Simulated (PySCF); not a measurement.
## Shieldings and the share of exact exchange

Molecule: `[SiH3]N([SiH2]SC)[SiH3]`, CH₁₁NSSi₃.

Molfile (atoms numbered from 1):
```
CH11NSSi3
     RDKit          3D

 17 16  0  0  0  0  0  0  0  0999 V2000
    2.3601    0.4586    0.6442 C   0  0  0  0  0  0  0  0  0  0  0  0
    1.6085    1.8338   -0.2863 S   0  0  0  0  0  0  0  0  0  0  0  0
   -0.0050    0.7857   -1.2148 Si  0  0  0  0  0  4  0  0  0  0  0  0
   -1.0093    0.0294    0.0014 N   0  0  0  0  0  0  0  0  0  0  0  0
   -1.2504   -1.7087   -0.0062 Si  0  0  0  0  0  4  0  0  0  0  0  0
   -1.6270    1.0404    1.3045 Si  0  0  0  0  0  4  0  0  0  0  0  0
    1.6082   -0.0617    1.2538 H   0  0  0  0  0  0  0  0  0  0  0  0
    3.1131    0.8994    1.3106 H   0  0  0  0  0  0  0  0  0  0  0  0
    2.8535   -0.2559   -0.0295 H   0  0  0  0  0  0  0  0  0  0  0  0
   -0.7228    1.8299   -1.9994 H   0  0  0  0  0  0  0  0  0  0  0  0
    0.4709   -0.3131   -2.1105 H   0  0  0  0  0  0  0  0  0  0  0  0
   -2.0981   -2.1534   -1.1540 H   0  0  0  0  0  0  0  0  0  0  0  0
    0.0602   -2.4235   -0.0963 H   0  0  0  0  0  0  0  0  0  0  0  0
   -1.9240   -2.0817    1.2736 H   0  0  0  0  0  0  0  0  0  0  0  0
   -2.9634    0.5255    1.7271 H   0  0  0  0  0  0  0  0  0  0  0  0
   -0.7237    1.0351    2.4960 H   0  0  0  0  0  0  0  0  0  0  0  0
   -1.7639    2.4371    0.7988 H   0  0  0  0  0  0  0  0  0  0  0  0
  1  2  1  0
  2  3  1  0
  3  4  1  0
  4  5  1  0
  4  6  1  0
  1  7  1  0
  1  8  1  0
  1  9  1  0
  3 10  1  0
  3 11  1  0
  5 12  1  0
  5 13  1  0
  5 14  1  0
  6 15  1  0
  6 16  1  0
  6 17  1  0
M  END
```

GIAO shieldings (ppm, equivalent atoms averaged) in PySCF 2.14.0 with density-fitted response routines on the PBE0-D3(BJ)/def2-SVP geometry, basis pcSseg-1, gas phase, non-relativistic:

| functional | exact exchange (%) | σ(S2) | σ(Si3) | σ(Si5/Si6) | σ(N4) |
| --- | --- | --- | --- | --- | --- |
| BLYP | 0 | 597.0 | 339.2 | 374.2 | 257.6 |
| BP86 | 0 | 616.5 | 346.7 | 379.5 | 262.5 |
| PBE | 0 | 618.1 | 347.6 | 380.5 | 263.7 |
| B3LYP | 20 | 626.8 | 352.5 | 386.3 | 264.6 |
| PBE0 | 25 | 653.6 | 364.3 | 395.8 | 271.4 |
| mPW1PW91 | 25 | 651.0 | 363.3 | 394.5 | 270.3 |
| HF | 100 | 721.3 | 411.1 | 439.4 | 283.9 |

**Question.** Fit each shielding as a line in the percentage of exact exchange.

**Answer.** σ(S2) = 613.6 + 1.11 x (rms 9.6 ppm); σ(Si3) = 344.4 + 0.67 x (rms 3.5 ppm); σ(Si5/Si6) = 377.9 + 0.62 x (rms 2.6 ppm); σ(N4) = 262.2 + 0.23 x (rms 2.6 ppm). The functionals also differ in their semilocal parts, which the line can't hold; Hartree–Fock has no correlation at all.

**Question.** What does the line predict for BHandHLYP (50 %), and what does the run give?

**Answer.** σ(S2): 669.1 predicted, 664.3 computed; σ(Si3): 377.9 predicted, 373.2 computed; σ(Si5/Si6): 408.9 predicted, 405.1 computed; σ(N4): 273.7 predicted, 272.9 computed ppm.
